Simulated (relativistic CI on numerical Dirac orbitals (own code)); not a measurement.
**Calculated levels, Tc38+**

Method of calculation: Dirac-Coulomb-Breit CI, KLI orbitals optimised for each configuration, model QED (radiative potential, 1s self-energy scaled to tabulated hydrogen-like ionisation energies), unscaled Slater integrals (own radial code, finite nucleus).

Configurations in the expansion (outside the closed core 1s2): 2s2 2p, 2s 2p2, 2p3, 2p2 3s, 2p2 3p, 2p2 3d, 2s2 3s, 2s2 3p, 2s2 3d, 2s 2p 3s, 2s 2p 3p, 2s 2p 3d, 2s2 4s, 2s2 4p, 2s2 4d, 2s2 4f. Levels of other configurations are missing.

The lowest level is 2s2 2p 2P°_1/2, with 99 % of that term; Hund's rules for 2s2 2p give 2P° with J = 1/2, in agreement.

```csv
No.,Configuration,Term,J,E (10³ cm⁻¹),%,Next component (%),Lifetime (s),jj configuration (%)
1,2s2 2p,2P°,1/2,0.0,99,1 2p3 2P°,,2p1/2 (99)
2,2s 2p2,4P,1/2,928.2,71,21 2S,2.77e-10,2s 2p1/2^2 (92)
3,2s2 2p,2P°,3/2,1067.8,98,2 2p3 2P°,8.72e-08,2p3/2 (98)
4,2s 2p2,4P,3/2,1727.3,95,3 2D,2.24e-09,2s 2p1/2 2p3/2 (98)
5,2s 2p2,4P,5/2,1923.9,55,45 2D,4.82e-10,2s 2p1/2 2p3/2 (95)
6,2s 2p2,2D,3/2,2248.4,74,25 2P,7.21e-12,2s 2p1/2 2p3/2 (98)
7,2s 2p2,2P,1/2,2288.0,73,19 4P,4.54e-12,2s 2p1/2 2p3/2 (91)
8,2s 2p2,2D,5/2,2952.1,55,45 4P,3.09e-11,2s 2p3/2^2 (95)
9,2p3,2P°,3/2,3291.8,39,36 4S°,6.48e-12,2p3/2 (96)
10,2s 2p2,2S,1/2,3409.9,71,19 2P,5.43e-12,2s 2p3/2^2 (97)
11,2s 2p2,2P,3/2,3421.2,73,23 2D,3.40e-12,2s 2p3/2^2 (96)
12,2p3,4S°,3/2,4179.3,50,48 2D°,4.18e-12,2p1/2 2p3/2^2 (98)
13,2p3,2D°,5/2,4310.9,100,,5.22e-12,2p1/2 2p3/2^2 (100)
14,2p3,2P°,1/2,4555.1,99,1 2s2 2p 2P°,3.31e-12,2p1/2 2p3/2^2 (99)
15,2p3,2P°,3/2,5468.9,57,28 2D°,2.85e-12,2p3/2^3 (98)
16,2s2 3s,2S,1/2,25148.4,96,2 2p2 3s 2S,3.88e-14,3s (96)
17,2s2 3p,2P°,1/2,25487.7,94,2 2p2 3p 2P°,7.11e-13,3p1/2 (94)
18,2s2 3p,2P°,3/2,25778.9,81,9 2s 2p 3s 4P°,2.17e-13,3p3/2 (81)
19,2s 2p 3s,4P°,1/2,25810.2,89,9 2P°,4.24e-14,2s 2p1/2 3s (98)
20,2s 2p 3s,4P°,3/2,25948.0,63,21 2P°,4.12e-14,2s 2p1/2 3s (79)
21,2s 2p 3s,2P°,1/2,26041.3,93,5 4P°,5.70e-14,2s 2p1/2 3s (95)
22,2s2 3d,2D,3/2,26079.6,93,2 2p2 3d 2D,5.12e-15,3d3/2 (93)
23,2s 2p 3p,4D,1/2,26098.6,73,21 2P,5.67e-14,2s 2p1/2 3p1/2 (99)
24,2s2 3d,2D,5/2,26174.9,97,2 2p2 3d 2D,5.99e-15,3d5/2 (97)
25,2s 2p 3p,4D,3/2,26216.3,50,23 2P,7.39e-14,2s 2p1/2 3p1/2 (91)
26,2s 2p 3p,4P,1/2,26371.7,57,25 2S,4.55e-14,2s 2p1/2 3p1/2 (95)
27,2s 2p 3p,4P,3/2,26469.3,29,25 4D,4.41e-14,2s 2p1/2 3p3/2 (99)
28,2s 2p 3p,2P,1/2,26566.2,46,19 2S,1.46e-14,2s 2p1/2 3p3/2 (89)
29,2s 2p 3p,4D,5/2,26584.2,58,23 2D,3.79e-13,2s 2p1/2 3p3/2 (93)
30,2s 2p 3p,2D,3/2,26614.0,50,19 4S,1.88e-14,2s 2p1/2 3p3/2 (96)
```

Energies count from the lowest computed level; ° marks odd parity; lifetimes are radiative, by E1, M1, E2, M2 decay to levels of this space only. Filled j subshells are mostly left out of the jj labels.

The mean weight of the leading LS term, summed over parents, in these 30 levels is 73 %, and that of the leading jj configuration (from the same eigenvectors) 95 %, so jj coupling describes them better and the LS labels are nominal.

At this charge energies of transitions that change n are usually good to better than 1 %, and those within a shell (Δn = 0) to a few per cent.

LS names give the leading component of a level, which can be under half, so a name can repeat, a term be missing and a line seem to break the LS rules.
